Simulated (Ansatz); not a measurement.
Geometry optimisation, Ansatz 0.2.0, RKS BHLYP-D4/def2-SVP.

The input (input.yaml):

```yaml
crystal:
  periodic: [false, false, false]
  atoms:
    - { symbol: Al, position_ang: [-0.222898, -0.504505, 0.462784] }
    - { symbol: O, position_ang: [0.9704, 0.773194, 0.88488] }
    - { symbol: O, position_ang: [-1.790472, -0.30147, 1.022642] }
    - { symbol: O, position_ang: [0.26982, -1.881509, -0.354159] }
    - { symbol: H, position_ang: [1.000905, 1.809468, -1.12623] }
    - { symbol: Br, position_ang: [0.532274, 1.5882, -2.504616] }
    - { symbol: H, position_ang: [0.671079, 1.451197, 1.486698] }
    - { symbol: H, position_ang: [-2.540124, -0.868054, 0.885636] }
    - { symbol: H, position_ang: [1.109216, -2.066421, -0.757536] }
basis:
  gaussian: { orbitals: def2-SVP }
hamiltonian:
  xc: { name: BHLYP }
  dispersion: d4
relax:
  f_tol: 0.03
  max_steps: 50
```

Run as:

```bash
$ ansatz run input.yaml --threads 2 --pin off --max-ram 3072MiB --backend cpu --events-out ev --progress --plain --runs-dir out
```

Where does it end, and by what steps?

The forces met the threshold. The force dipped under the threshold on the way, but the program's further checks kept it going. After 24 steps the energy has fallen by 0.261 eV; Br6 moved furthest, 1.73 Å.

```
step  energy less start (eV)  largest force component (eV/Å)  accepted
   0                  0.0000                           1.473       yes
   1                 -0.1619                           0.844       yes
   2                 -0.1901                           0.331       yes
   3                 -0.2014                           0.205       yes
   4                 -0.2058                           0.081       yes
   5                 -0.2082                           0.053       yes
   6                 -0.2095                           0.048       yes
   7                 -0.2098                           0.012       yes
   8                 -0.2104                           0.017       yes
   9                 -0.2112                           0.115       yes
  10                 -0.2081                           0.480        no
  11                 -0.2123                           0.126       yes
  12                 -0.2151                           0.040       yes
  13                 -0.2178                           0.213       yes
  14                 -0.2208                           0.289       yes
  15                 -0.2256                           0.434       yes
  16                 -0.2331                           0.299       yes
  17                 -0.2431                           0.188       yes
  18                 -0.2463                           0.340       yes
  19                 -0.2525                           0.209       yes
  20                 -0.2544                           0.278       yes
  21                 -0.2597                           0.014       yes
  22                 -0.2604                           0.046       yes
  23                 -0.2606                           0.052       yes
  24                 -0.2609                           0.023       yes
```

```xyz
9
Properties=species:S:1:pos:R:3
Al -0.510 -0.379 0.431
O 0.250 1.147 0.429
O -1.627 -0.703 1.639
O -0.096 -1.466 -0.773
H 1.364 1.313 -0.946
Br 2.125 1.024 -2.141
H 0.110 1.848 1.057
H -2.139 -1.490 1.782
H 0.523 -1.295 -1.478
```

Run time: 70 s on 2 threads of Arm Neoverse V2 (shared host), peak memory 0.26 GiB.
